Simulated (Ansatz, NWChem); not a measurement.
Predicting a hybrid from its neighbours: C6H6O (vinylfuran)

The species is C6H6O (13 atoms), meant as a singlet with charge 0. SMILES: `C=Cc1ccco1`. The shape is that of a PBE0-D4/def2-TZVP optimisation. This is one conformer, not always the lowest.

The electronic atomisation energy y, in eV, basis 6-31G(d); a is the functional's share of exact exchange. Programs: Ansatz 0.2.0, NWChem 7.3.0.

| functional | program | a | y (eV) |
| --- | --- | --- | --- |
| r2SCAN | Ansatz | 0 | 63.01 |
| TPSS | NWChem | 0 | 62.99 |
| B3LYP | Ansatz | 0.2 | 62.36 |
| PBE0 | Ansatz | 0.25 | ? |
| BHLYP | Ansatz | 0.5 | 60.03 |

Q: Fit y = c + s·a to the known rows and predict PBE0.

A: 
1. Means of the 4 rows: a = 0.1750, y = 62.097.
2. Σ(Δa)² = 0.1675, Σ(Δa·Δy) = -0.98125, so the slope is -0.98125/0.1675 = -5.8582.
3. Intercept: 62.097 − (-5.8582) × 0.1750 = 63.122. The largest residual of the fit is 0.41.
4. PBE0: 63.122 + (-5.8582) × 0.25 = 61.66 eV.

The run gave 63.43 eV, so the prediction is off by -1.77 eV, more than the scatter of the fit. The rows mix families of semi-local functionals, which the line can't see.
